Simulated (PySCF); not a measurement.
## Krypton: a sound run and one with changed settings

Sound run: Kr⁺ [Ar] 3d10 4s2 4p5, Kr²⁺ [Ar] 3d10 4s2 4p4. All numbers are calculated (PySCF 2.14, scalar relativity by spin-free X2C-1e, in x2c-TZVPall (6s5p4d1f, 48 functions)). In the sound run the correlated levels freeze [Ar] 3d10. The sound run starts from symmetry-adapted Hartree-Fock orbitals and uses a fine grid where one is needed.

Changed run: initial guess 1e, at most 50 SCF cycles.

| species | method | sound run (hartree) | changed run (hartree) | converged |
| --- | --- | --- | --- | --- |
| Kr⁺ | UHF | -2787.69941 | -2787.69941 | yes |
| Kr⁺ | M06-2X | -2789.64529 | -2789.64529 | yes |
| Kr⁺ | CCSD(T) | -2787.86089 | -2787.86089 | yes |
| Kr²⁺ | BP86 | -2788.94845 | -2788.94845 | yes |
| Kr²⁺ | MP2 | -2786.95240 | -2786.95240 | yes |

Here the plain start reaches the same solutions.
